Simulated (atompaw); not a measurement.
# Cutoff test, samarium (Sm), PAW (atompaw)

atompaw 4.2.0.5 input, output lines left out:

```
Sm 62
GGA-PBE scalarrelativistic loggrid 2001 logderivrange -5 5 251
6 6 5 4 0 0
6 1 0
5 2 1
4 3 5
0 0 0
c
c
c
c
v
v
c
c
c
v
v
c
c
v
v
3
3.00 2.65 2.35 2.15
n
n
y
1.5
n
y
0.25
n
custom rrkj vanderbiltortho besselshape
bessel
1.70
3.00
2.60
3.00
2.80
3.00
1.20
1.20
```

The pseudo-atom Hamiltonian at the reference potential is diagonalised in spherical Bessel functions j_l(qr) that vanish at 20 bohr, with q² up to the cutoff. All-electron valence levels (Ry): 5s -3.4336, 6s -0.2936, 5p -1.9107, 6p -0.0982, 5d -0.2015, 4f -0.5851.

**Question.** How do the lowest levels (Ry) of each channel move with the cutoff, and are there ghosts?

**Answer.**

| cutoff (Ry) | s #1 | s #2 | s #3 | p #1 | p #2 | d #1 | d #2 | f #1 | Σ f·Δε (mRy) |
| --- | --- | --- | --- | --- | --- | --- | --- | --- | --- |
| 8 | -3.3862 | -0.2936 | 0.0002 | -1.8996 | -0.0712 | -0.1940 | 0.0459 | 0.0943 | 3566.5 |
| 15 | -3.4314 | -0.2936 | 0.0002 | -1.9103 | -0.0977 | -0.2013 | 0.0449 | 0.0943 | 3403.8 |
| 21 | -3.4334 | -0.2936 | 0.0002 | -1.9107 | -0.0979 | -0.2014 | 0.0449 | 0.0943 | 3397.7 |
| 30 | -3.4335 | -0.2936 | 0.0002 | -1.9107 | -0.0982 | -0.2015 | 0.0449 | 0.0942 | 3396.9 |
| 45 | -3.4336 | -0.2936 | 0.0002 | -1.9107 | -0.0982 | -0.2015 | 0.0449 | 0.0927 | 3389.2 |
| 60 | -3.4336 | -0.2936 | 0.0002 | -1.9107 | -0.0982 | -0.2015 | 0.0449 | -0.3655 | 1098.1 |
| 80 | -3.4336 | -0.2936 | 0.0002 | -1.9107 | -0.0982 | -0.2015 | 0.0449 | -0.5701 | 74.9 |
| 100 | -3.4336 | -0.2936 | 0.0002 | -1.9107 | -0.0982 | -0.2015 | 0.0449 | -0.5830 | 10.5 |
| 140 | -3.4337 | -0.2936 | 0.0002 | -1.9107 | -0.0982 | -0.2015 | 0.0449 | -0.5845 | 2.8 |
| 200 | -3.4337 | -0.2936 | 0.0002 | -1.9107 | -0.0982 | -0.2015 | 0.0449 | -0.5849 | 0.7 |
| 260 | -3.4337 | -0.2936 | 0.0002 | -1.9107 | -0.0982 | -0.2015 | 0.0449 | -0.5850 | 0.2 |
| 400 | -3.4337 | -0.2936 | 0.0002 | -1.9107 | -0.0982 | -0.2015 | 0.0449 | -0.5851 | 0.0 |

Result: no extra level below or beside the all-electron valence levels (s, p, d, f tested); 10 mRy is reached at 120 Ry and 1 mRy at 200 Ry.
